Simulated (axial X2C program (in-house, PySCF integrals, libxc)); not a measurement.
TaS: properties at the nuclei

Calculated with an axial X2C code built on PySCF integrals: two-component X2C with atomic mean-field Coulomb and Gaunt terms, Gaussian nuclei, basis Ta dyall-cv3z, S dyall-av3z with contracted cores.

R = 2.128 Å (near the PBE0 minimum at charge 0 of the determinant lowest at the starting distance; the state shown can have its own minimum elsewhere).

Determinant lowest in the PBE0 search, Ω = 3/2 (⟨Sz⟩ = -0.48, ⟨Lz⟩ = 1.98 at PBE0), spin on the atoms Ta -0.56, S 0.08:

```csv
level,Eeff magnitude (GV/cm),Ws magnitude Ta (kHz),A∥/gI Ta (MHz),qzz Ta (a.u.),A∥/gI S (MHz),qzz S (a.u.),μ (D)
PBE0,11.7,7.78,803,-3.52,0.912,-0.62,-3.13
HF,70.6,48.1,-554,-3.45,-17.6,-0.92,-3.70
PBE,5.48,3.73,812,-3.29,3.57,-0.62,-2.64
r2SCAN,18,11.6,600,-4.00,10.1,-0.61,-2.76
BP86,5.61,3.83,790,-3.31,3.69,-0.63,-2.57
```

Determinant 0.05 eV from it at PBE0 and this distance, Ω = 3/2 (⟨Sz⟩ = 1.49, ⟨Lz⟩ = 0.01 at PBE0), spin on the atoms Ta 1.64, S -0.15:

```tsv
level	Eeff magnitude (GV/cm)	Ws magnitude Ta (kHz)	A∥/gI Ta (MHz)	qzz Ta (a.u.)	A∥/gI S (MHz)	qzz S (a.u.)	μ (D)
PBE0	28.1	16.6	2770	1.56	26.1	-0.45	-4.76
HF	31	17.8	2540	1.42	-2.5	-0.60	-6.48
PBE	27.2	16.2	2750	1.43	30.5	-0.42	-4.05
r2SCAN	27.2	16.5	2980	1.51	20.6	-0.41	-4.67
BP86	27.7	16.5	2810	1.51	31	-0.41	-3.96
```

Eeff is the effective electric field on the electron electric dipole moment in this Ω state and Ws the scalar–pseudoscalar constant of the nucleus named (defined with the proton number Z and per Ω); A∥ (defined per Ω) follows by multiplying with gI = μI/(I μN); qzz is the electric field gradient, eQq0 = 234.96 MHz × Q/barn × qzz; μ is positive if the S end (last atom) is positive. The operators were transformed with the bare-nucleus X2C matrices; with these basis sets, hyperfine constants and field gradients can be off by tens of per cent, and where levels differ in sign neither size nor sign is settled.

(1) With Q(181Ta) = 3.17 barn, Q(33S) = -0.0694 barn (Q from Pyykkö, Mol. Phys. 2018), turn the PBE0 values of the first state into constants in MHz.

Each state is one determinant with collinear spin, which with several unpaired electrons need not be a pure state. Unrestricted Hartree–Fock can overshoot spin polarisation at the nuclei. With several open shells hyperfine constants can be off by a factor of several. Where Eeff spreads by more than a factor of two the levels disagree and none is to be relied on. At r2SCAN a later determinant lies lower. States lie within half an eV, so the first need not be the ground state. Further determinants of the search, some of them spin-mixed, are not shown. Where a field gradient or hyperfine factor spreads by more than a factor of two over the levels, a constant derived from it is not to be relied on. PBE0 term energies can be off by some tenths of an eV.

Results:

(1) eQq0(181Ta) = 234.96 × (3.17) × (-3.52) = -2620 MHz; eQq0(33S) = 234.96 × (-0.0694) × (-0.62) = 10.1 MHz.
